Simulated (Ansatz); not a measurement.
Reaction (hydrogenolysis of the Se–C bond): `C=C[Se][Si](F)(F)F` + H₂ → `F[Si](F)(F)[SeH]` + `C=C`

Computed with Ansatz on PBE0-D4/def2-TZVP structures; ΔE is electronic, products minus reactants. CBS: MP2 limit from def2 TZ/QZ plus the TZ coupled-cluster correction, frozen cores. This one scheme is used for every species. Functionals use def2-TZVPP. For Se outer-core shells are correlated without core-valence functions, which leaves a few kJ/mol of doubt a bond. Scalar relativity is left out up to krypton. One conformer a species, not always the lowest.

`C=C[Se][Si](F)(F)F`:

```xyz
10

C     0.971   -0.779   -1.365
C    -0.239   -0.252   -1.316
Se   -0.603    1.487   -0.565
Si   -0.511    0.721    1.523
F    -0.867    1.894    2.512
F     0.914    0.175    1.919
F    -1.516   -0.464    1.785
H     1.122   -1.756   -1.813
H     1.840   -0.271   -0.963
H    -1.111   -0.755   -1.716
```

H₂:

```xyz
2

H    -0.199    0.315   -0.007
H     0.199   -0.315    0.007
```

`F[Si](F)(F)[SeH]`:

Z-matrix (Å, degrees):
```
Si
F 1 1.573
F 1 1.574 2 108.4
F 1 1.574 2 108.4 3 -114.7
Se 1 2.231 2 107.6 3 122.6
H 5 1.470 1 90.6 2 -179.7
```

`C=C`:

```xyz
6

C     0.617    0.234    0.038
C    -0.617   -0.234   -0.038
H     0.867    1.238   -0.287
H     1.431   -0.367    0.430
H    -0.867   -1.238    0.287
H    -1.431    0.367   -0.430
```

| level | ΔE (kJ/mol) |
| --- | --- |
| B2PLYP | -64.8 |
| PBE0 | -66.0 |
| HF/def2-TZVPP | -89.9 |
| MP2/def2-QZVPP | -49.5 |

(1) What does CCSD(T)/CBS give? (Estimate.)

Largest T1 diagnostic among the species: 0.011.

Answers

(1) Ansatz gave: -58.7 kJ/mol. The listed levels differ from it by -6.1, -7.3, -31.2, 9.2 kJ/mol.

From PBE to PBE0 (25 % exact exchange), in def2-TZVPP and without D4, ΔE moves by −5.7 kJ/mol. The D4 term adds +15.6 kJ/mol with B3LYP and +8.6 kJ/mol with PBE0; it sums over pairs of atoms, weighted by their polarisabilities, and B3LYP, whose exchange is more repulsive, gets the larger term. In def2-TZVPP, CCSD(T) changes the Hartree–Fock value by +30.7 kJ/mol (the triples alone add +7.1 kJ/mol) and MP2 by +40.3 kJ/mol.

B3LYP here is the variant with VWN-RPA as its local correlation; programs differ in this.
